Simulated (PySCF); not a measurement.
# SMILES CS[C@]1(F)CC[S@]1=O, C4H7FOS2

Cartesian coordinates in Å; atom numbers follow the order of the lines, from 1:
```xyz
15

C     2.596   -0.322    0.219
S     1.475    1.024    0.688
C     0.041    0.457   -0.243
F     0.294    0.460   -1.579
C    -1.299    1.094    0.095
C    -2.122   -0.188    0.055
S    -0.622   -1.276    0.269
O    -0.530   -2.207   -0.842
H     2.760   -0.292   -0.854
H     2.153   -1.271    0.514
H     3.528   -0.156    0.749
H    -1.261    1.531    1.091
H    -1.600    1.861   -0.619
H    -2.862   -0.312    0.839
H    -2.555   -0.394   -0.920
```

Method used: TDDFT wB97X-D/aug-cc-pVDZ circular dichroism and optical rotation, one conformer, gas phase (PySCF 2.14.0). Geometry: GFN2-xTB.

The molecule is flexible and this is one conformer; a measurement averages over conformers.

Problem. Draw the ECD and absorption spectra from the lowest 16 states, each a Gaussian of half-width 0.25 eV at 1/e height.

Solution. 
| E (eV) | λ (nm) | Δε (L mol⁻¹ cm⁻¹) | ε (L mol⁻¹ cm⁻¹) |
| --- | --- | --- | --- |
| 4.71 | 263 | +0.23 | 48.3 |
| 4.81 | 258 | +0.96 | 204 |
| 4.91 | 253 | +2.91 | 628 |
| 5.01 | 248 | +6.27 | 1410 |
| 5.11 | 243 | +9.38 | 2330 |
| 5.21 | 238 | +9.01 | 2850 |
| 5.31 | 234 | +3.74 | 2670 |
| 5.41 | 229 | -3.35 | 1990 |
| 5.51 | 225 | -7.49 | 1250 |
| 5.61 | 221 | -7.11 | 681 |
| 5.71 | 217 | -4.41 | 337 |
| 5.81 | 213 | -2.11 | 233 |
| 5.91 | 210 | -1.33 | 427 |
| 6.01 | 206 | -1.82 | 1030 |
| 6.11 | 203 | -2.57 | 2070 |
| 6.21 | 200 | -2.42 | 3340 |
| 6.31 | 197 | -1.33 | 4390 |
| 6.41 | 193 | -0.93 | 4790 |
| 6.51 | 191 | -2.81 | 4560 |
| 6.61 | 188 | -7.33 | 4170 |
| 6.71 | 185 | -13.26 | 4050 |
| 6.81 | 182 | -16.87 | 4250 |
| 6.91 | 179 | -13.79 | 4660 |
| 7.01 | 177 | -4.46 | 5570 |
| 7.11 | 174 | +6.23 | 7770 |
| 7.21 | 172 | +15.66 | 11400 |

Δε uses R in velocity form, ε uses f in length form. Only the states computed contribute, so the short-wavelength end is incomplete.
